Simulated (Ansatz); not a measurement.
FGeH6N3 (`[NH2][Ge]([NH2])([NH2])[F]`), relaxed with RKS PBE-D4/def2-SVP in Ansatz 0.2.0 from a rough embedded geometry. The force threshold is 0.03 eV/Å; the program also tests the step.

Charge 0, multiplicity 1.

Start:

```xyz
11

N     0.744    1.493    0.100
Ge   -0.149   -0.047    0.370
N    -1.785    0.074   -0.498
N     0.841   -1.528   -0.304
F    -0.382   -0.323    2.081
H     1.720    1.433    0.579
H     0.937    1.615   -0.896
H    -2.293   -0.878   -0.244
H    -2.370    0.821    0.012
H     0.982   -1.233   -1.334
H     1.755   -1.426    0.135
```

Q: By how much does the energy fall, and how many steps does the optimiser take? (Best estimate.)

A: The calculation gave: 12.44 kcal/mol, in 6 steps.

Q: Which bonds change most? (Estimate.)

A: Ansatz gave: N3–H8 from 1.108 to 1.024 Å; N1–H6 from 1.089 to 1.026 Å; Ge2–N4 from 1.905 to 1.842 Å; N4–H10 from 1.081 to 1.026 Å.

Q: Give the relaxed structure. (Estimate.)

A: The calculation gave: 
```xyz
11

N     0.654    1.646    0.150
Ge   -0.049   -0.048    0.316
N    -1.705    0.037   -0.433
N     0.718   -1.589   -0.337
F     0.026   -0.316    2.061
H     1.519    1.773    0.686
H     0.834    1.918   -0.824
H    -2.238   -0.835   -0.375
H    -2.277    0.820   -0.104
H     0.968   -1.536   -1.331
H     1.550   -1.870    0.192
```
